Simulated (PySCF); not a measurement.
An element was calculated at r2SCAN (PySCF 2.14, ECP, a double-zeta basis, no spin-orbit coupling), in the ground configurations that NIST lists.

- electron affinity: 1.032 eV
- first ionisation energy: 7.817 eV
- second ionisation energy: 18.069 eV
- third ionisation energy: 30.809 eV

Q: Which element is it?

A: Rhodium (Rh, Z = 45), in aug-cc-pVDZ-PP with ECP28MDF. NIST lists 7.459, 18.08, 31.06 eV for these ionisation energies.
